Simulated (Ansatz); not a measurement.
A run for Ansatz (a first-principles code): U-r2SCAN/def2-TZVPP on BrHZn (SMILES [ZnH][Br]), a point of a bond scan (R = 2.709 Å).

Ansatz 0.2 input:
```yaml
crystal:
  periodic: [false, false, false]
  atoms:
    - {symbol: Zn, position_ang: [-0.00000000, -0.00000000, -1.17426818]}
    - {symbol: H, position_ang: [-0.00000000, -0.00000000, -2.69787527]}
    - {symbol: Br, position_ang: [0.00000000, 0.00000000, 1.53517091]}
basis:
  gaussian:
    orbitals: def2-TZVPP
hamiltonian:
  xc: {name: r2SCAN}
magnetization: {spin_polarized: true, initial_magnetization: 0}
```

The head of its log:

```
WARN ansatz: RAYON_NUM_THREADS=1 ignored (pool sized by the plan → 1); use --threads N
Functional definition: r2SCAN
integrals: 0.05 GiB planned
934 factors; their error is unknown
mean field: 0.47 GiB planned
mean field evaluation 1: about -118479.2004 eV, gradient 3.3e1 eV
mean field evaluation 2: about -118465.0235 eV, gradient 8.1e1 eV
```

Problem. Give the final energy of this run.

Solution. -4354.1402 hartree.
